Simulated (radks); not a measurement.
The numbers below are computed, except where a source is named.
Coulomb parameter of the 5d shell of the tungsten ion W2+ in the model configuration [Xe] 4f14 5d2.5 6p1.5, as a second difference U = [E(n + 0.5) + E(n - 0.5) - 2 E(n)] / (0.5)^2 with all orbitals relaxed. "Bare": the charge of the atom changes with n. "Screened": the 6p shell takes up the change at fixed total charge, which measures U(5d,5d) + U(6p,6p) - 2 U(5d,6p). Code: a radial shooting solver on a logarithmic mesh with Libxc functionals. Model: scalar-relativistic Kohn-Sham, LDA (Slater exchange, Perdew-Wang correlation), spin-unpolarised, spherical densities, point nucleus.

case                   configuration  E - E(n) (eV)
start          [Xe] 4f14 5d2.5 6p1.5          0.000
bare +0.5        [Xe] 4f14 5d3 6p1.5        -11.206
bare -0.5        [Xe] 4f14 5d2 6p1.5         13.975
screened +0.5      [Xe] 4f14 5d3 6p1         -4.540
screened -0.5      [Xe] 4f14 5d2 6p2          5.015

U(bare) = 11.074 eV, U(screened by 6p) = 1.899 eV, against the Slater integral F0(5d,5d) = 13.930 eV with frozen orbitals.
